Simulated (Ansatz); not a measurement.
`[AlH2][CH]1C=COC1`, charge 0, multiplicity 1.

(1) Give a relaxed structure at PBE0-D4/def2-TZVP (Ansatz). (Best estimate.)

Results:

(1) Ansatz gave: 
Cartesian coordinates in Å:
```
Al -0.718 1.328 -0.946
C 0.499 -0.218 -0.784
C -0.739 -0.811 -0.153
C -0.641 -0.615 1.177
O 0.540 -0.127 1.577
C 1.425 -0.173 0.423
H -0.640 2.449 0.172
H -1.775 1.341 -2.129
H 0.894 -0.749 -1.646
H -1.584 -1.256 -0.658
H -1.369 -0.786 1.959
H 2.073 0.700 0.487
H 2.035 -1.082 0.521
```
This is one stationary point; other conformers may exist.
